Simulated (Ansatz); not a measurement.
`[CH3][Zr]([NH2])([OH])[OH]` + `[CH3][Ga]([CH3])[F]` → `[CH3][Zr]([NH2])([OH])[F]` + `[CH3][Ga]([CH3])[OH]`  (redistribution)

Gas-phase electronic energies from Ansatz, PBE0-D4/def2-TZVP geometries. CBS: MP2 limit from def2 TZ/QZ plus the TZ coupled-cluster correction, frozen cores. Functionals use def2-TZVPP. B3LYP here is the variant with VWN-RPA as its local correlation; programs differ in this. def2 core potentials past Kr. For Ga, Zr outer-core shells are correlated without core-valence functions, which leaves a few kJ/mol of doubt a bond. Scalar relativity is left out up to krypton. One conformer a species, not always the lowest.

`[CH3][Zr]([NH2])([OH])[OH]`:

Cartesian coordinates in Å:
```
C -1.642 -0.724 -0.075
Zr 0.460 0.037 -0.201
N 0.680 1.300 1.382
O 1.574 -1.516 0.039
O 0.535 1.033 -1.849
H -2.369 0.094 -0.137
H -1.858 -1.422 -0.893
H -1.821 -1.253 0.868
H 0.514 2.296 1.368
H 1.028 1.044 2.296
H 2.182 -2.240 -0.070
H 0.716 1.351 -2.728
```

`[CH3][Ga]([CH3])[F]`:

Z-matrix (Å, degrees):
```
C
Ga 1 1.954
H 1 1.092 2 110.9
H 1 1.093 2 110.3 3 118.9
H 1 1.090 2 110.2 3 -121.0
C 2 1.954 1 133.8 3 -53.1
F 2 1.774 1 113.1 3 127.2
H 6 1.092 2 110.9 1 53.9
H 6 1.090 2 110.2 1 174.9
H 6 1.093 2 110.4 1 -65.0
```

`[CH3][Zr]([NH2])([OH])[F]`:

```xyz
11

C     1.046    0.789    1.102
Zr    0.147   -0.408   -0.551
N    -1.628   -1.072    0.169
O    -0.166    0.830   -1.983
F     1.365   -1.863   -0.836
H     0.411    1.634    1.386
H     1.199    0.176    1.998
H     2.022    1.189    0.803
H    -1.751   -1.901    0.737
H    -2.537   -0.667   -0.010
H    -0.107    1.292   -2.814
```

`[CH3][Ga]([CH3])[OH]`:

Cartesian coordinates in Å:
```
C 0.932 0.732 -1.486
Ga -0.034 -0.315 -0.144
C -0.677 0.234 1.632
O -0.351 -2.006 -0.673
H 0.342 1.596 -1.801
H 1.149 0.118 -2.360
H 1.872 1.113 -1.080
H -1.436 1.014 1.533
H 0.141 0.652 2.224
H -1.113 -0.600 2.184
H -0.825 -2.537 -0.030
```

```
         level  ΔE (kJ/mol)
   LDA (SPW92)        -17.6
      B3LYP-D4        -14.3
        B2PLYP        -14.6
           PBE        -19.4
        revPBE        -20.3
          BLYP        -16.7
  MP2/def2-SVP         -8.5
CCSD/CBS(def2)        -13.9
```

Task: What does CCSD(T)/CBS give? (Best estimate.)

Result: Ansatz gave: -15.0 kJ/mol. The listed levels differ from it by -2.6, 0.7, 0.4, -4.4, -5.3, -1.7, 6.5, 1.1 kJ/mol.

Largest T1 diagnostic among the species: 0.016.

In def2-TZVPP, CCSD(T) changes the Hartree–Fock value by −6.7 kJ/mol (the triples alone add −1.1 kJ/mol) and MP2 by −5.6 kJ/mol. At CCSD(T), def2-SVP lies +5.9 kJ/mol from the extrapolated value and def2-TZVPP +0.2 kJ/mol.
